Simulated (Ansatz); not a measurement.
Cl2Si, triplet, at a GFN2-xTB geometry (the spin is typed, not shown lowest), atoms displaced at random by about 0.03 Å a coordinate; PBE0/cc-pVDZ, gradient (Ansatz, a quantum-chemistry and plane-wave program).

Input for Ansatz:
Ansatz 0.2 input:
```yaml
crystal:
  periodic: [false, false, false]
  atoms:
    - {symbol: Si, position_ang: [0.04898822, -0.04440833, 0.74755493]}
    - {symbol: Cl, position_ang: [1.15306313, 1.37230250, -0.33534043]}
    - {symbol: Cl, position_ang: [-1.17180085, -1.31550187, -0.28164275]}
basis:
  gaussian:
    orbitals: cc-pVDZ
hamiltonian:
  xc: pbe0
magnetization: {spin_polarized: true, initial_magnetization: 2}
output: {forces: true}
```

The log (banner, timings and long lists left out):

```
Functional definition: PBE0
573 factors; integrals over basis functions are off by at most 7.6e-4 eV
mean field evaluation 1: about -32910.6257 eV, gradient 7.3e0 eV
mean field evaluation 2: about -32910.7303 eV, gradient 7.2e0 eV
mean field evaluation 4: about -32911.0627 eV, gradient 5.1e-1 eV
mean field evaluation 8: about -32911.1630 eV, gradient 6.3e-2 eV
mean field evaluation 16: about -32911.1630 eV, gradient 5.1e-5 eV
mean field -32911.16303475 eV, -1209.4629335395 hartree, gradient 5.1e-5 eV, S^2 2.002969; 0 other end points of the search recorded, 0 dependent functions left out
the calculation of the forces begins
reference -32911.16305561 eV, -1209.4629343063 hartree; 25, 23 occupied and 29, 31 virtual orbitals, 573 factors
Total energy: -32911.16305561 eV, -1209.4629343063 hartree
Atom 0 at     0.048988    -0.044408     0.747555 Å, force     0.548828     0.605745     0.204125 eV/Å
Atom 1 at     1.153063     1.372302    -0.335340 Å, force    -0.146555    -0.187447     0.139161 eV/Å
Atom 2 at    -1.171801    -1.315502    -0.281643 Å, force    -0.402273    -0.418299    -0.343285 eV/Å
Dipole moment:    -0.020341    -0.049481     0.196188 e Å
```
